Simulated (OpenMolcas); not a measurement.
An OpenMolcas run meant for Rb I (ANO-RCC-VDZ, DKH3; inactive shells 1s 2s 2p 3s 3p 3d 4s 4p; intended active space 1 electron in 8 orbitals (5s 5p 6s 6p)). One step of its input:

```
&CASPT2
Multistate=1 1
Frozen=8 6
IPEA=-0.5
Imaginary=0.1
MaxIter=60
WThr=0.0 0.3 0.05
PrWF=0.5
NoMix
```

The run finished. Its levels beside those of a sound run (SS-CASPT2, IPEA 0.25 Eh, imaginary shift 0.1 Eh (closed shells correlated: 4s 4p)), in cm⁻¹ above each run's lowest level:

```
     Level  This run  Usual run
 5s ²S_1/2       0.0        0.0
5p ²P°_1/2     11060      10959
5p ²P°_3/2     11200      11099
```

**Question.** Which setting is unsound, and how much does it matter here?

**Answer.** The IPEA shift is negative. Against the sound run the excited levels shown move by 100 cm-1 on average and by 100 cm-1 at most.

With one active electron outside closed inactive shells, the extra shells (6p 6s) add no correlation to the reference. ANO sets are built for ground and valence states and can reach diffuse excited orbitals poorly. With one active electron, CASPT2 adds the correlation within the correlated inactive shells and between them and that electron, and leaves the splitting within a term as the reference gives it. Only configurations of the active space appear.

° marks odd parity.
